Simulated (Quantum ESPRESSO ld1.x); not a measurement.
The numbers below are computed, except where a source is named.
Question: All-electron atom: Ta LXIV in [Ne] (the NIST ground configuration). Code: ld1.x of Quantum ESPRESSO 7.5. Model: scalar-relativistic Kohn-Sham, LDA (Slater exchange, Perdew-Zunger correlation), spin-polarised, spherical densities, point nucleus. Some entries of the table are withheld. Estimate them.

orbital,occ.,eigenvalue (eV),<r^2> (bohr^2),<1/r> (bohr^-1)
1s,2,(1),(2),85.46
2s,2,-16748.6,(3),(4)
2p,6,(5),(6),18.44

Answer: 
(1) 1s eigenvalue (eV): -72826.5
(2) 1s <r^2> (bohr^2): 0.0004781
(3) 2s <r^2> (bohr^2): 0.007131
(4) 2s <1/r> (bohr^-1): 20.30
(5) 2p eigenvalue (eV): -15372.0
(6) 2p <r^2> (bohr^2): 0.005822
